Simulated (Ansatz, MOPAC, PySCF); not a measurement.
NH3 (SMILES N) and PH3 (SMILES P) are pulled apart as rigid monomers along the line of their centres of mass, from the B3LYP-D3(BJ)/def2-TZVP minimum. Starting geometry (charge 0, multiplicity 1):
```xyz
8

N     -0.064    -0.116     0.076
H     -0.906    -0.681     0.077
H     -0.342     0.836    -0.131
H      0.520    -0.439    -0.686
P     -0.089     0.447     3.250
H      1.157     0.947     2.802
H      0.270     0.519     4.626
H      0.299    -0.908     3.123
```

Interaction energies with rigid monomers; basis-set methods are counterpoise corrected unless marked otherwise.

Correlated levels freeze the cores. Rows in 6-31G* carry no dispersion term and start afresh at each structure (6-31G* with six Cartesian d functions). The state that PM3, PM7 reach isn't checked; PM7 holds dispersion and hydrogen-bond terms.

Codes used: Ansatz (Gaussian basis) for Hartree–Fock, density functionals and correlated methods; MOPAC for PM3, PM7 (differences of heats of formation); PySCF for 6-31G* rows, the dispersion terms. Values without a source in brackets are computed.

```json
[
 {"N1···P5 (Å)": "2.90", "PM3 (meV)": "246.1", "PM7 (meV)": "-143.2", "r2SCAN-D4/def2-TZVPPD (meV)": "-35.5", "B3LYP/6-31G* (meV)": "1.9", "CCSD(T)/aug-cc-pV(D+d)Z (meV)": "9.0"},
 {"N1···P5 (Å)": "3.22", "PM3 (meV)": "169.4", "PM7 (meV)": "-163.1", "r2SCAN-D4/def2-TZVPPD (meV)": "?", "B3LYP/6-31G* (meV)": "-36.9", "CCSD(T)/aug-cc-pV(D+d)Z (meV)": "-54.9"},
 {"N1···P5 (Å)": "3.71", "PM3 (meV)": "70.1", "PM7 (meV)": "?", "r2SCAN-D4/def2-TZVPPD (meV)": "-61.0", "B3LYP/6-31G* (meV)": "-34.7", "CCSD(T)/aug-cc-pV(D+d)Z (meV)": "-54.8"},
 {"N1···P5 (Å)": "4.51", "PM3 (meV)": "12.2", "PM7 (meV)": "-63.0", "r2SCAN-D4/def2-TZVPPD (meV)": "-26.6", "B3LYP/6-31G* (meV)": "-17.7", "CCSD(T)/aug-cc-pV(D+d)Z (meV)": "-25.6"},
 {"N1···P5 (Å)": "5.80", "PM3 (meV)": "0.5", "PM7 (meV)": "-13.7", "r2SCAN-D4/def2-TZVPPD (meV)": "-6.9", "B3LYP/6-31G* (meV)": "-5.6", "CCSD(T)/aug-cc-pV(D+d)Z (meV)": "-7.3"}
]
```

Fill in the missing entries.


- 3.71, PM7 (meV): -138.6
- 3.22, r2SCAN-D4/def2-TZVPPD (meV): -74.7

Ansatz is a program for electronic structure.
